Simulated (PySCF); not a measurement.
C₄H₁₃GaO, singlet at its GFN2-xTB optimised geometry (Å):

```
19

Ga    -1.1204    -0.5505     0.0000
H     -1.1351    -1.2772    -1.4044
C     -1.4689    -1.7035     1.6351
H     -1.1613    -1.2002     2.5589
H     -0.9397    -2.6606     1.5921
H     -2.5315    -1.9368     1.7472
C     -1.4731     1.4495     0.0000
H     -1.3620     1.8882     0.9982
H     -2.4931     1.6741    -0.3253
H     -0.8031     1.9926    -0.6739
C      1.9126    -1.2150    -0.9092
O      1.0622    -0.5505     0.0000
C      1.7477     0.0887     1.0536
H      2.4931    -1.9926    -0.4018
H      1.2644    -1.6688    -1.6581
H      2.5946    -0.5056    -1.3899
H      2.4257     0.8571     0.6668
H      2.3186    -0.6353     1.6447
H      0.9877     0.5542     1.6813
```

Computed with PBE0/def2-SVP (PySCF).

Map of the log10 of the electron density (e/bohr³), floored at −4 on the plane z = 0.6 Å:

```
|                           |
|                           |
|                           |
|      .:::::.              |
|    .::-===-:.             |
|   .:-==+++=-:.            |
|   :-=+*###*=-:.  ....     |
|  .:=+*#%@%#+=:..:----:.   |
|  .-=+*%@@%#*=-:--=+++=:.  |
|  .-=+*%%@%#*=--=+*##*+-:  |
|  .:=+*#%%%#+===+*#%@%*=:  |
|   :-=+*###*++++##%@@%*=:. |
|   .-=+*####*++*#%@@%#*=:  |
|   .:=+*#%%#***#%@@@%#+-:  |
|   .:=+*#@@%#*#%@@@%#*=-:  |
|   .-=+*%@@%#*#%@@%#*+=-.  |
|   :-=+##%%%#*#%%%#*++=:.  |
|  .:-=*##%%#*+**#**++==:.  |
|  .:-=+*###*++=++++++==:.  |
|  .:-=+**#**+=----==+==:.  |
|   :-==++**+=-::::-===-:.  |
|   .:--==+++=-:...:---:.   |
|    .::--===-:.   ..:..    |
|      .::---:.             |
|        .:::.              |
|                           |
|                           |
```
Scale: ten equal steps from -4.00 (start of ' ') to -0.431 (end of '@'), in the order ' .:-=+*#%@'; x runs from -4.50 to 4.50, y from -4.50 (bottom) to 4.50 (top).
